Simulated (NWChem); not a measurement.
System: C$_{2}$H$_{5}$BO$_{2}$; SMILES C=CB(O)O

```xyz
10

B     -0.0092    -0.5072     0.0007
C     -0.6609     0.9143     0.0023
C      0.0586     2.0445    -0.0017
H     -1.7504     1.0095     0.0064
H     -0.3972     3.0334    -0.0009
H      1.1460     2.0157    -0.0059
O      1.3542    -0.6211     0.0007
H      1.6175    -1.5540    -0.0010
O     -0.7458    -1.6707    -0.0010
H     -1.6979    -1.5036    -0.0012
```
Atoms are numbered in this order, from 1.

Results from NWChem. Geometry: optimised at B3LYP/6-31G* (spherical d). GIAO values for the isolated, static molecule; σ is the absolute isotropic shielding, δ = σ(reference) − σ with the isolated reference molecule computed at the same levels (13C: tetramethylsilane, 1H: tetramethylsilane, 17O: water).

What does the run give for BHandHLYP/pcSseg-1? Quantities: δ C2 (ppm); δ C3 (ppm); δ H4 (ppm); δ H5 (ppm); δ O7 (ppm); δ O9 (ppm); δ H10 (ppm).


```json
{
 "δ C2 (ppm)": "137.0",
 "δ C3 (ppm)": "152.0",
 "δ H4 (ppm)": "5.58",
 "δ H5 (ppm)": "6.38",
 "δ O7 (ppm)": "98.8",
 "δ O9 (ppm)": "112.9",
 "δ H10 (ppm)": "3.82"
}
```
